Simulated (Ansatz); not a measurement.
`CBNBN` → 2 B• + C• + 8 H• + 2 N•  (atomization)

Program: Ansatz. Geometries: PBE0-D4/def2-TZVP. ΔE: electronic, gas phase. CBS: MP2 limit from def2 TZ/QZ plus the TZ coupled-cluster correction, frozen cores. This one scheme is used for every species, atoms too. DFT in def2-TZVPP. No spin–orbit coupling; open shells (•) take unrestricted orbitals. Spin–orbit coupling would lower the free atoms: a little for B, C. Each species was taken in one conformer, which may not be the lowest.

`CBNBN`:

Z-matrix (Å, degrees):
```
C
B 1 1.566
H 1 1.096 2 110.3
H 1 1.096 2 110.2 3 -115.8
H 1 1.094 2 114.4 3 122.2
N 2 1.407 1 122.7 3 -122.9
H 2 1.205 1 119.4 3 57.2
B 6 1.446 2 129.0 1 -179.9
H 6 1.010 2 116.3 1 0.0
N 8 1.394 6 122.4 2 -0.2
H 8 1.199 6 118.8 2 179.8
H 10 1.003 8 122.1 6 -179.9
H 10 1.006 8 123.4 6 -0.1
```

```json
{"level": "PBE-QIDH", "ΔE (kcal/mol)": "1208.5"}
{"level": "r2SCAN0", "ΔE (kcal/mol)": "1201.9"}
```

Problem. What does CCSD(T)/CBS give? (Best estimate.)

Solution. The calculation gave: +1209.8 kcal/mol. The listed levels differ from it by -1.3, -7.9 kcal/mol.

Problem. What do rigid-rotor, harmonic-oscillator terms from PBE0-D4/def2-TZVP frequencies (298.15 K, 1 bar) make of the CCSD(T)/CBS value? (Estimate.)

Solution. Ansatz gave: ΔZPE = -67.8 kcal/mol, ΔH = +1156.3 kcal/mol, ΔS = 1356 J/(mol·K), ΔG = +1059.7 kcal/mol. Open shells count their whole term as degenerate.

Largest T1 diagnostic among the species: 0.014.

From BLYP to BHLYP (50 % exact exchange), in def2-TZVPP and without D4, ΔE moves by −21.1 kcal/mol: exact exchange takes away binding that semilocal exchange gives to molecules. The D4 term adds +7.7 kcal/mol with B3LYP and +4.1 kcal/mol with PBE0; it sums over pairs of atoms, weighted by their polarisabilities, and B3LYP, whose exchange is more repulsive, gets the larger term. Leaving LDA and LC-ωPBE aside and taking each functional with its dispersion term where it has one, the values, not all of them listed here, spread over 44.6 kcal/mol, from BHLYP-D4 to PBE-D4. LDA lies +143.3 kcal/mol from PBE without D4, its usual overbinding.

B3LYP here is the variant with VWN-RPA as its local correlation; programs differ in this.

For atomizations the MP2-based limit and the directly extrapolated one differ by several kJ/mol either way, and by 10 to 25 for some Ge, Se and Sn compounds, so smaller differences from it don't rank the levels.
